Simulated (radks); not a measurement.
Results of a calculation; reference values are marked as such.
Ta+, 72 electrons, occupied as [Xe] 4f14 5d3 6s1 (the NIST ground configuration).

Code: a radial shooting solver on a logarithmic mesh with Libxc functionals. Model: scalar-relativistic Kohn-Sham, PBEsol, spin-polarised, spherical densities, finite nucleus; open shells are filled with parallel spins first (spin-orbit coupling, left out, can overturn this in heavy ions); Fermi nuclear charge, rms radius 5.3507 fm.

Energy parts (eV):
part                       energy
total                  -424427.28
kinetic                 466130.61
electron-nucleus      -1047703.84
Hartree                 165590.58
exchange-correlation     -8444.64

Orbitals (lengths in bohr, moments of r in powers of bohr):
orbital  occ.  eigenvalue (eV)   <1/r>      <r>
1s up       1        -67328.45   85.37  0.01867
1s down     1        -67328.44   85.37  0.01867
2s up       1        -11574.59   19.95  0.07898
2s down     1        -11574.47   19.95  0.07898
2p up       3        -10147.90   18.15  0.07058
2p down     3        -10147.81   18.15  0.07058
3s up       1        -2656.685   7.384   0.2049
3s down     1        -2656.654   7.384   0.2049
3p up       3        -2232.168   6.834   0.2049
3p down     3        -2232.132   6.834   0.2049
3d up       5        -1735.854   6.462   0.1857
3d down     5        -1735.783   6.462   0.1857
4s up       1        -546.8699   3.135   0.4589
4s down     1        -546.7780   3.134   0.4589
4p up       3        -407.5434   2.851   0.4878
4p down     3        -407.4540   2.851   0.4878
4d up       5        -229.0367   2.532   0.5233
4d down     5        -228.9239   2.532   0.5231
4f up       7         -31.8206   1.998   0.6421
4f down     7         -31.5290   2.007   0.6368
5s up       1         -80.4996   1.208    1.104
5s down     1         -79.3621   1.217    1.096
5p up       3         -47.1503   1.008    1.300
5p down     3         -45.5373   1.020    1.286
5d up       3         -11.3793  0.6224    2.089
5d down     0          -8.8468  0.6341    2.067
6s up       1         -12.4341  0.4210    2.998

The highest occupied level is 5d up at -11.379 eV. For comparison, the ionisation energy in NIST's Atomic Spectra Database is 16.2 eV (semi-empirical). In exact Kohn-Sham theory the highest level is minus the ionisation energy, but local and semilocal functionals leave it too shallow, through self-interaction and a potential that decays too fast; potentials with the right tail come closer. Summed over all electrons, <r^2> = 53.22 bohr^2, which gives a Langevin (diamagnetic) susceptibility term of -42.2 x 10^-6 cm^3/mol. The electron density at the nucleus is 1.393e+06 e/bohr^3 (large components only). The spin density at the nucleus is 73.78 e/bohr^3 (1s 0.22, 2s -0.60, 3s 0.18, 4s 0.61, 5s -12.46, 6s 85.82). The density falls to 0.001 e/bohr^3 at r = 4.33 bohr. Spin moment in Bohr magnetons: 4.
